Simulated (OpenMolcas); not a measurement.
**neutral aluminium: effect of the basis set**

```json
{
  "Program": "OpenMolcas 26.06",
  "Method": "SS-CASPT2, IPEA 0.25 Eh, imaginary shift 0.1 Eh (closed shells correlated: 2s 2p)",
  "Active space": "3 electrons in 8 orbitals (3s 3p 4s 4p)",
  "State averaging": "2S+1 = 4 odd, 1 root (0 in the spin-orbit step); 2S+1 = 2 odd, 3 roots; 2S+1 = 4 even, 3 roots; 2S+1 = 2 even, 5 roots",
  "Spin-orbit coupling": "RASSI with atomic mean-field integrals over the reference wave functions, term energies averaged over their components"
}
```

A. ANO-RCC-VTZP [5s4p2d1f], DKH2, point nucleus; CASPT2 step of the order of 2.4 core-seconds
B. ANO-RCC-VQZP [6s5p3d2f1g], DKH2, point nucleus; CASPT2 step of the order of 3 core-seconds
C. ANO-RCC [9s9p5d3f2g], DKH2, point nucleus; CASPT2 step roughly 11 core-seconds

Energies in cm-1 above 3s2 3p 2P* 1/2, the measured ground level; measured values from NIST Handbook of Basic Atomic Spectroscopic Data.

| Level | A | B | C | Measured |
| --- | --- | --- | --- | --- |
| 3s2 3p 2P* 1/2 | 0.0 | 0.0 | 0.0 | 0.0 |
| 3s2 3p 2P* 3/2 | 84.2 | 82.2 | 82.3 | 112 |
| 3s 3p2 4P 1/2 | 27290 | 27730 | 27930 | 29020 |
| 3s 3p2 4P 3/2 | 27330 | 27770 | 27960 | 29067 |
| 3s 3p2 4P 5/2 | 27390 | 27830 | 28030 | 29143 |
| 3s 3p2 2D 3/2 | 39790 | 39210 | 39060 |  |
| 3s 3p2 2D 5/2 | 39810 | 39240 | 39090 |  |

Deviations, from unrounded energies. A percentage is the sum of absolute deviations over the sum of measured energies, with the sign that they share, or ± where signs differ.

```csv
Against measurement,Levels,A,B,C
mean absolute deviation (cm-1),4,1300,980,840
fine structure of the ground term (%),1,-24.9,-26.6,-26.6
other configurations (%),3,-6.0,-4.5,-3.8
```

C lies closest to measurement on these levels and A furthest from it. The largest miss of C in the table is 3s 3p2 4P 5/2, by -1100 cm-1. The ranking rests on the paired levels alone, and a cruder setting can come out closer through cancelling errors.

Among A to C the level of the table that moves most is 3s 3p2 2D 3/2, by 730 cm-1 (lowest in C, highest in A). Moves below CASPT2's spread within the term are not significant.

Term energies are means over components that CASPT2 splits; among the terms shown or strongly mixed into the levels shown the widest spread is 30 cm-1 (3s 3p2 2D, A). Over all roots computed the reference weight is 0.91 to 0.98 in A, 0.90 to 0.97 in B, 0.90 to 0.97 in C; the roots of lowest weight are the least certain, and an intruder state may touch them. Active for correlation alone: 4p 4s; no level in the range computed is led by a configuration that fills them, so any true level of that kind is missing. Terms of s pⁿ other than that of highest spin mix with s² pⁿ⁻² d, which this space lacks; all of them can be thousands of cm-1 off, and some have no real level of that name. Computed and measured levels are paired by configuration, term and J; levels that our copy of the source lacks, or whose pairing is in doubt (as where it misses far off the trend of its configuration), stay unpaired and out of the deviations. Only configurations of the active space appear.

* marks odd parity.
